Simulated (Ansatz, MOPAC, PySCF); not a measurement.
System: CH$_{2}$NS, charge 0, multiplicity 2. SMILES: [C](N)=S
Structure (B3LYP-D3(BJ)/def2-TZVP (Ansatz, a quantum-chemistry and plane-wave program) minimum search):
```xyz
5

C      0.0343    -0.5792    -0.1118
N     -1.1545    -1.1053     0.0715
S      0.6961     0.8659    -0.0074
H     -1.3063    -2.0909    -0.0695
H     -1.9562    -0.5513     0.3579
```
Charge 0, spin multiplicity 2.

Wanted: size of the dipole moment, in D. Terms: 6-31G* and kin with 6d, 5d where marked; dispersion terms only where a functional's name holds one; non-relativistic; UHF or UKS for open shells; no spin-orbit coupling. Ab initio and DFT rows: single points at B3LYP-D3(BJ) geometries (Ansatz). Semi-empirical rows: dipoles at the shared geometry.

```json
[
 {"level": "MNDO", "program": "MOPAC", "size of the dipole moment (D)": "4.12"},
 {"level": "BP86/6-31G* (5d)", "program": "PySCF", "size of the dipole moment (D)": "3.96"},
 {"level": "B3LYP/3-21G", "program": "Ansatz", "size of the dipole moment (D)": "4.31"},
 {"level": "B3LYP/6-31G*", "program": "Ansatz", "size of the dipole moment (D)": "3.98"},
 {"level": "B3LYP/6-31+G*", "program": "Ansatz", "size of the dipole moment (D)": "3.87"},
 {"level": "B3LYP/def2-SVP", "program": "Ansatz", "size of the dipole moment (D)": "3.68"},
 {"level": "B3LYP/cc-pVDZ", "program": "Ansatz", "size of the dipole moment (D)": "3.76"}
]
```

No value to compare with is used here. The 7 habitual levels span 3.68 (B3LYP/def2-SVP) to 4.31 D (B3LYP/3-21G).

The levels are drawn from those run, B3LYP/6-31G* more often than the rest, none by its result; runs whose electronic state is in doubt are left out.
